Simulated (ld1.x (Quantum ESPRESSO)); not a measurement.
**Sm (Z = 62): one change to an ultrasoft potential, before and after**

```json
{
  "Element": "samarium",
  "Generator": "ld1.x (Quantum ESPRESSO) 7.5",
  "Type": "ultrasoft",
  "Functional": "BLYP",
  "Relativity": "scalar-relativistic",
  "Frozen core": "[Kr] 4d10",
  "Valence charge": "16",
  "Reference configuration": "4f6 5s2 5p6 5d1 6s1 6p0",
  "Partial waves": "5s (bound): rcut 1.80, rcutus 1.95 bohr; 6s (bound): rcut 1.80, rcutus 1.95 bohr; 5p (bound): rcut 2.20, rcutus 2.70 bohr; 6p (bound, empty): rcut 2.20, rcutus 2.70 bohr; 5d (bound): rcut 2.65, rcutus 3.45 bohr; 5d channel at 0.6 Ry: rcut 2.65, rcutus 3.45 bohr; 4f (bound): rcut 1.15, rcutus 1.50 bohr; 4f channel at 3.45 Ry: rcut 1.15, rcutus 1.50 bohr",
  "Local potential": "all-electron potential smoothed inside 2.80 bohr (lloc = -2)",
  "Core correction": "none",
  "Augmentation charge": "PSQ, inside the norm-conserving radii"
}
```

Change: waves 5s (bound): rcut 1.80, rcutus 2.84 bohr; 6s (bound): rcut 1.80, rcutus 2.84 bohr.

Cutoffs: the cutoffs (Ry, on a coarse ladder) from which the occupation-weighted sum of valence levels, in a spherical-Bessel basis at the reference potential, stays within 10 and 1 mRy of its value at 400 Ry; they do not see the model core or the augmentation charge, which bear on the density cutoff. Errors are all-electron minus pseudo energies relative to the spin-unpolarised reference configuration.

Question: What does the change do?

Answer: The potential gets neither clearly harder nor softer (70 Ry and 100 Ry → 70 Ry and 100 Ry); the f channel sets the loose cutoff, while the largest relative change is in s, which becomes softer; the number of tests with a reliable result goes from 7 to 0 (the test run of the changed file stopped, so its transferability is not established); neither file shows a bound ghost.

```tsv
quantity	base	changed
cutoff, loose	70 Ry	70 Ry
cutoff, tight	100 Ry	100 Ry
loose cutoff by channel (10 mRy a level)	s 12 Ry, p 8 Ry, d 6 Ry, f 55 Ry	s 10 Ry, p 8 Ry, d 6 Ry, f 55 Ry
bound ghosts	none	none
tests with a reliable result	7 of 7	0 of 7 (the test run stopped)
s: phases at 3.73 bohr within 0.05 rad from the reference energy up to (Ry; the scan ends near 5)	2.8	2.5
p: phases at 3.73 bohr within 0.05 rad from the reference energy up to (Ry; the scan ends near 5)	3.1	3.1
d: phases at 3.73 bohr within 0.05 rad from the reference energy up to (Ry; the scan ends near 5)	to the end of the scan	to the end of the scan
f: phases at 3.73 bohr within 0.05 rad from the reference energy up to (Ry; the scan ends near 5)	1.0	1.0
lowest overlap eigenvalue by channel	s 0.26, p 0.09, d 0.53, f 0.97	s 0.09, p 0.09, d 0.53, f 0.97
```

Base: ld1.x printed “convergence not achieved” for 5 of the counted tests; their residual had stalled under 1e-8, short of the target of 1e-14.
